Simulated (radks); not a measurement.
All-electron atom: Ce0.25+ in [Xe] 4f(up 0.5, down 0.5) 5d(up 0.5, down 0.5) 6s(up 1, down 0.75) (fractional occupations, a model configuration).

Calculated with a radial shooting solver on a logarithmic mesh with Libxc functionals: scalar-relativistic Kohn-Sham, PBE, spin-polarised, spherical densities, finite nucleus; Fermi nuclear charge, rms radius 4.8771 fm.

Energy parts (Ry):
part                       energy
total                 -17719.9970
kinetic                18779.7914
electron-nucleus      -42915.8729
Hartree                 6834.3945
exchange-correlation    -418.3101

Orbitals (lengths in bohr, moments of r in powers of bohr; <r^-3> diverges for s and p1/2; r(90%) holds 90 % of the orbital's charge):
| orbital | occ. | eigenvalue (Ry) | <r^-3> | r(90%) | <r^2> | <r> |
|---|---|---|---|---|---|---|
| 1s up | 1 | -2959.633 | - | 0.0443 | 0.0008209 | 0.02457 |
| 1s down | 1 | -2959.633 | - | 0.0443 | 0.0008209 | 0.02457 |
| 2s up | 1 | -473.9765 | - | 0.163 | 0.01306 | 0.1052 |
| 2s down | 1 | -473.9764 | - | 0.163 | 0.01306 | 0.1052 |
| 2p up | 3 | -424.5276 | 7972 | 0.150 | 0.01041 | 0.09236 |
| 2p down | 3 | -424.5275 | 7972 | 0.150 | 0.01041 | 0.09236 |
| 3s up | 1 | -102.1433 | - | 0.409 | 0.08870 | 0.2786 |
| 3s down | 1 | -102.1432 | - | 0.409 | 0.08870 | 0.2786 |
| 3p up | 3 | -86.41404 | 1596 | 0.414 | 0.08873 | 0.2767 |
| 3p down | 3 | -86.41391 | 1596 | 0.414 | 0.08873 | 0.2767 |
| 3d up | 5 | -64.06521 | 218.7 | 0.396 | 0.07580 | 0.2536 |
| 3d down | 5 | -64.06510 | 218.7 | 0.396 | 0.07580 | 0.2536 |
| 4s up | 1 | -20.74868 | - | 0.915 | 0.4581 | 0.6373 |
| 4s down | 1 | -20.74845 | - | 0.915 | 0.4581 | 0.6373 |
| 4p up | 3 | -15.61382 | 343.6 | 0.981 | 0.5175 | 0.6748 |
| 4p down | 3 | -15.61356 | 343.6 | 0.981 | 0.5175 | 0.6748 |
| 4d up | 5 | -8.22163 | 38.69 | 1.12 | 0.6422 | 0.7442 |
| 4d down | 5 | -8.22127 | 38.69 | 1.12 | 0.6422 | 0.7442 |
| 5s up | 1 | -3.08418 | - | 2.18 | 2.587 | 1.518 |
| 5s down | 1 | -3.08326 | - | 2.18 | 2.586 | 1.517 |
| 5p up | 3 | -1.80845 | 49.88 | 2.57 | 3.509 | 1.760 |
| 5p down | 3 | -1.80702 | 49.94 | 2.56 | 3.503 | 1.758 |
| 4f up | 0.5 | -0.49667 | 4.237 | 1.91 | 1.623 | 1.105 |
| 4f down | 0.5 | -0.49583 | 4.241 | 1.91 | 1.616 | 1.103 |
| 6s up | 1 | -0.36370 | - | 6.18 | 20.28 | 4.241 |
| 6s down | 0.75 | -0.35291 | - | 6.21 | 20.38 | 4.249 |
| 5d up | 0.5 | -0.32279 | 2.458 | 4.60 | 10.04 | 2.893 |
| 5d down | 0.5 | -0.31656 | 2.494 | 4.57 | 9.929 | 2.876 |

The highest occupied level is 5d down at -4.307 eV. Spin moment in Bohr magnetons: 0.25. The density falls to 0.001 e/bohr^3 at r = 5.28 bohr. The spin density at the nucleus is 4.579 e/bohr^3 (1s 0.018, 2s 0.006, 3s 0.001, 4s -0.001, 5s -0.024, 6s 4.580). The electron density at the nucleus is 3.977e+05 e/bohr^3 (large components only). Summed over all electrons, <r^2> = 85.38 bohr^2, which gives a Langevin (diamagnetic) susceptibility term of -67.6 x 10^-6 cm^3/mol.
